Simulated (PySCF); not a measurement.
C₃H₇NSi, SMILES C=C=CN[SiH3].

Coordinates come from a PBE-D3(BJ)/def2-SVP optimisation. This is a generated structure with no PubChem entry under its InChIKey; it may be hypothetical. The values are those of a single conformer.

Calculation: PBE-D3(BJ)/def2-SVP run with PySCF.

Frequencies are harmonic and unscaled.

```json
[
 {"mode": "1", "ν (cm⁻¹)": "104", "IR (km/mol)": "0.1", "moving atoms (share of kinetic energy)": "C 45 %, Si 32 %, H 20 %"},
 {"mode": "2", "ν (cm⁻¹)": "131", "IR (km/mol)": "0.2", "moving atoms (share of kinetic energy)": "H 64 %, C 17 %, N 17 %"},
 {"mode": "3", "ν (cm⁻¹)": "145", "IR (km/mol)": "0.7", "moving atoms (share of kinetic energy)": "H 85 %, N 11 %"},
 {"mode": "4", "ν (cm⁻¹)": "208", "IR (km/mol)": "18.8", "moving atoms (share of kinetic energy)": "H 58 %, C 25 %, N 17 %"},
 {"mode": "5", "ν (cm⁻¹)": "253", "IR (km/mol)": "63.9", "moving atoms (share of kinetic energy)": "H 56 %, C 38 %"},
 {"mode": "6", "ν (cm⁻¹)": "270", "IR (km/mol)": "3.0", "moving atoms (share of kinetic energy)": "C 58 %, H 18 %, N 14 %, Si 10 %"},
 {"mode": "7", "ν (cm⁻¹)": "585", "IR (km/mol)": "32.0", "moving atoms (share of kinetic energy)": "H 49 %, C 36 %, N 10 %"},
 {"mode": "8", "ν (cm⁻¹)": "600", "IR (km/mol)": "3.1", "moving atoms (share of kinetic energy)": "H 62 %, C 35 %"},
 {"mode": "9", "ν (cm⁻¹)": "683", "IR (km/mol)": "20.9", "moving atoms (share of kinetic energy)": "H 84 %, Si 8 %"},
 {"mode": "10", "ν (cm⁻¹)": "701", "IR (km/mol)": "14.2", "moving atoms (share of kinetic energy)": "C 36 %, Si 25 %, H 20 %, N 18 %"},
 {"mode": "11", "ν (cm⁻¹)": "786", "IR (km/mol)": "37.6", "moving atoms (share of kinetic energy)": "N 43 %, H 35 %, Si 12 %, C 10 %"},
 {"mode": "12", "ν (cm⁻¹)": "846", "IR (km/mol)": "11.8", "moving atoms (share of kinetic energy)": "H 85 %, C 15 %"},
 {"mode": "13", "ν (cm⁻¹)": "863", "IR (km/mol)": "25.2", "moving atoms (share of kinetic energy)": "H 74 %, C 26 %"},
 {"mode": "14", "ν (cm⁻¹)": "886", "IR (km/mol)": "60.3", "moving atoms (share of kinetic energy)": "H 96 %"},
 {"mode": "15", "ν (cm⁻¹)": "905", "IR (km/mol)": "196.9", "moving atoms (share of kinetic energy)": "H 91 %, Si 9 %"},
 {"mode": "16", "ν (cm⁻¹)": "945", "IR (km/mol)": "95.1", "moving atoms (share of kinetic energy)": "H 94 %"},
 {"mode": "17", "ν (cm⁻¹)": "972", "IR (km/mol)": "0.6", "moving atoms (share of kinetic energy)": "H 69 %, C 31 %"},
 {"mode": "18", "ν (cm⁻¹)": "995", "IR (km/mol)": "8.6", "moving atoms (share of kinetic energy)": "C 53 %, H 36 %, N 10 %"},
 {"mode": "19", "ν (cm⁻¹)": "1182", "IR (km/mol)": "28.4", "moving atoms (share of kinetic energy)": "H 82 %, C 9 %, N 9 %"},
 {"mode": "20", "ν (cm⁻¹)": "1324", "IR (km/mol)": "195.0", "moving atoms (share of kinetic energy)": "H 53 %, C 24 %, N 23 %"},
 {"mode": "21", "ν (cm⁻¹)": "1355", "IR (km/mol)": "39.8", "moving atoms (share of kinetic energy)": "H 76 %, N 18 %"},
 {"mode": "22", "ν (cm⁻¹)": "1453", "IR (km/mol)": "58.9", "moving atoms (share of kinetic energy)": "C 54 %, H 42 %"},
 {"mode": "23", "ν (cm⁻¹)": "2015", "IR (km/mol)": "43.5", "moving atoms (share of kinetic energy)": "C 98 %"},
 {"mode": "24", "ν (cm⁻¹)": "2156", "IR (km/mol)": "126.6", "moving atoms (share of kinetic energy)": "H 96 %"},
 {"mode": "25", "ν (cm⁻¹)": "2161", "IR (km/mol)": "59.5", "moving atoms (share of kinetic energy)": "H 98 %"},
 {"mode": "26", "ν (cm⁻¹)": "2184", "IR (km/mol)": "112.3", "moving atoms (share of kinetic energy)": "H 96 %"},
 {"mode": "27", "ν (cm⁻¹)": "3011", "IR (km/mol)": "32.2", "moving atoms (share of kinetic energy)": "H 95 %"},
 {"mode": "28", "ν (cm⁻¹)": "3070", "IR (km/mol)": "7.2", "moving atoms (share of kinetic energy)": "H 92 %, C 8 %"},
 {"mode": "29", "ν (cm⁻¹)": "3084", "IR (km/mol)": "6.8", "moving atoms (share of kinetic energy)": "H 89 %, C 11 %"},
 {"mode": "30", "ν (cm⁻¹)": "3569", "IR (km/mol)": "51.0", "moving atoms (share of kinetic energy)": "H 93 %"}
]
```
